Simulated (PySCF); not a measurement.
ZnO⁺ at ROHF-MP2

Level: ROHF-MP2. PySCF, spin-free X2C with a Gaussian nucleus, basis sets Zn jorge-DZP-DKH, O jorge-DZP-DKH.

```json
{
  "state": "²Π (doublet), unpaired electrons π ↑",
  "bond length": "179.4 pm",
  "harmonic wavenumber": "669 cm⁻¹",
  "force constant": "3.37 mdyn/Å",
  "rotational constant Be": "0.4095 cm⁻¹",
  "anharmonicity ωexe": "4.13 cm⁻¹",
  "vibration–rotation constant αe": "0.00332 cm⁻¹",
  "well depth De to Zn⁺ + O": "1.25 eV",
  "dissociation energy D0": "1.21 eV"
}
```

Correlated steps freeze 6 core orbitals. Correlated levels converge slowly with the basis: in double zeta they bind strong bonds too weakly, by up to about 1 eV, and carry superposition errors of some tenths. For an ion De counts to the pair picked by the measured ionisation energies or electron affinities, which need not be the lowest pair at this level. The state was picked by a PBE0 search and need not be the measured ground state.
